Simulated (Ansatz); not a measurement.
Reaction (ligand exchange at a B–O bond): `BOC[SiH2]Br` + `O[SiH2][GeH2][F]` → `BO[SiH2][GeH2][F]` + `OC[SiH2]Br`

Gas-phase electronic energies from Ansatz, PBE0-D4/def2-TZVP geometries. CCSD(T)/CBS is the MP2 limit (def2-TZVPP, def2-QZVPP) plus CCSD(T) − MP2 in def2-TZVPP, frozen cores. Functionals use def2-TZVPP. B3LYP here is the variant with VWN-RPA as its local correlation; programs differ in this. For Br, Ge outer-core shells are correlated without core-valence functions, which leaves a few kJ/mol of doubt a bond. Scalar relativity is left out up to krypton. Each species was taken in one conformer, which may not be the lowest.

| level | ΔE (kJ/mol) | difference from CCSD(T)/CBS |
| --- | --- | --- |
| PBE-D4 | 15.4 | 2.0 |
| r2SCAN-D4 | 15.1 | 1.7 |
| ωB97M-V | 14.2 | 0.8 |
| PBE0 | 11.4 | -2.0 |
| B3LYP | 11.1 | -2.3 |
| HF/def2-TZVPP | 2.2 | -11.2 |
| SCS-MP2/def2-TZVPP | 11.0 | -2.4 |
| CCSD/def2-TZVPP | 10.5 | -2.9 |
| CCSD(T)/def2-TZVPP | 12.3 | -1.1 |
| HF/CBS(def2) | 1.6 | -11.8 |
| CCSD(T)/CBS | 13.4 | 0 |

Largest T1 diagnostic among the species: 0.013.

In def2-TZVPP, CCSD(T) changes the Hartree–Fock value by +10.1 kJ/mol (the triples alone add +1.8 kJ/mol) and MP2 by +10.9 kJ/mol.
